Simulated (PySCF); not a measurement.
Members of one family of related compounds. Computed, not measured: TDDFT PBE0/def2-SVPD, vertical, gas phase, core orbitals frozen in the response (PySCF 2.14.0, density-fitted response routines). Geometries: PBE0-D3(BJ)/def2-SVP; one conformer of each isolated species. Triplets are in the Tamm–Dancoff approximation. Relativistic effects are left out although some hold elements past zinc.

Question: Rank by computed lowest singlet excitation energy, lowest first.
A. `Br[Si](C)(Br)C` (SiBr2Me2)
B. `[SiH3][Si](C)([SiH3])C` (Si(SiH3)2Me2)
C. `O=C=N[Si](C)(C)N=C=O` (Si(NCO)2Me2)
D. `C=C[Si](C=C)(C)C` (Si(vinyl)2Me2)
E. `C[Si](C)(NCC)NCC` (SiMe2(NHEt)2)
F. `C#C[Si](C#C)(C)C` (Si(CCH)2Me2)
G. `C[Si](C(F)(F)F)(C)C(F)(F)F` (Si(CF3)2Me2)
H. `Cl[Si](C)(Cl)C` (SiCl2Me2)

Answer: E (5.66 eV), F (5.97 eV), D (6.12 eV), B (6.34 eV), A (6.71 eV), C (7.20 eV), H (7.76 eV), G (8.58 eV).

```tsv
SMILES	S1 (eV)	f (S1)	gap (eV)	first f ≥ 0.01 (nm)	HOMO (eV)	S1 mainly
CCN[Si](C)(C)NCC	5.66	0.022	6.73	219	-6.24	H→L (93%)
C#C[Si](C)(C)C#C	5.97	0.002	7.68	170	-7.92	H→L (74%)
C=C[Si](C)(C)C=C	6.12	0.015	7.11	202	-7.51	H→L (83%)
C[Si](C)([SiH3])[SiH3]	6.34	0.139	7.34	196	-7.47	H→L (95%)
C[Si](C)(Br)Br	6.71	0.024	8.01	185	-8.24	H-1→L (95%)
C[Si](C)(N=C=O)N=C=O	7.20	0.009	8.46	168	-8.46	H→L+1 (70%)
C[Si](C)(Cl)Cl	7.76	0.067	8.94	160	-8.72	H→L (64%)
C[Si](C)(C(F)(F)F)C(F)(F)F	8.58	0.011	9.64	144	-9.46	H→L (92%)
```

H and L stand for HOMO and LUMO.

- `CCN[Si](C)(C)NCC`: Löwdin shares by element: HOMO nitrogen 59%, silicon 6%, carbon 4% or more (atoms not listed hold the other 31%); LUMO carbon 20% or more, silicon 12% (atoms not listed hold the other 67%).
- `C#C[Si](C)(C)C#C`: Löwdin shares by element: HOMO carbon 68% or more (atoms not listed hold the other 32%); LUMO carbon 70% or more (atoms not listed hold the other 30%).
- `C=C[Si](C)(C)C=C`: Löwdin shares by element: HOMO carbon 65% or more (atoms not listed hold the other 35%); LUMO carbon 70% or more (atoms not listed hold the other 30%).
- `C[Si](C)([SiH3])[SiH3]`: Löwdin shares by element: HOMO silicon 70%, hydrogen 5% or more (atoms not listed hold the other 26%); LUMO silicon 59%, hydrogen 8% or more (atoms not listed hold the other 33%).
- `C[Si](C)(Br)Br`: Löwdin shares by element: HOMO bromine 96%; LUMO bromine 62%, silicon 24%, carbon 5% or more.
- `C[Si](C)(N=C=O)N=C=O`: Löwdin shares by element: HOMO nitrogen 29%, carbon 24% or more (atoms not listed hold the other 47%); LUMO carbon 38% or more, silicon 18% (atoms not listed hold the other 44%).
- `C[Si](C)(Cl)Cl`: Löwdin shares by element: HOMO chlorine 51%, carbon 29% (atoms not listed hold the other 20%); LUMO chlorine 31%, silicon 22%, carbon 10% or more (atoms not listed hold the other 37%).
- `C[Si](C)(C(F)(F)F)C(F)(F)F`: Löwdin shares by element: HOMO carbon 28% or more, silicon 17%, fluorine 10% or more (atoms not listed hold the other 45%); LUMO carbon 26% or more, silicon 16%, hydrogen 6% or more (atoms not listed hold the other 51%).
